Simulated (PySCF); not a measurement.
Polarisability and C₆ of In³⁺ (indium, charge +3)

[Kr] 4d10, closed-shell 1S. Computed with PySCF 2.14 in def2-QZVPPD with the def2 core potential (28 electrons) (8s6p5d4f1g, 88 functions), with a scalar-relativistic core potential. Coupled (time-dependent) response in atomic units; α is the mean over directions.

| method | mean α (bohr³) | C₆ (like pair) | S(−4) |
| --- | --- | --- | --- |
| UHF | 3.155 | 13.33 | 1.441 |
| PBE | 3.503 | 15.09 | 2.014 |
| PBE0 | 3.388 | 14.52 | 1.805 |
| LC-wPBE | 3.430 | 14.74 | 1.878 |
| MN15 | 3.485 | 14.88 | 1.937 |

S(−4) is the Cauchy moment in α(ω) = α(0) + S(−4) ω² + …

α(iu) at UHF:

```
u (hartree)  α(iu) (bohr³)
          0          3.155
     0.0500          3.151
      0.100          3.140
      0.200          3.099
      0.300          3.033
      0.500          2.850
      0.750          2.574
       1.00          2.294
       1.50          1.801
       2.00          1.420
       3.00         0.9166
       5.00         0.4493
```

A single London oscillator, α(iu) = α/(1 + u²/ω²), gives C₆ = (3/4) ω α². Matching the computed C₆ needs ω = 4 × 13.33 / (3 × 3.155²) = 1.79 hartree.

For an ion, C₆ is the dispersion term alone; charge-induced terms of lower order in 1/R come first.

Energies and moments cover only the electrons outside the core potential.
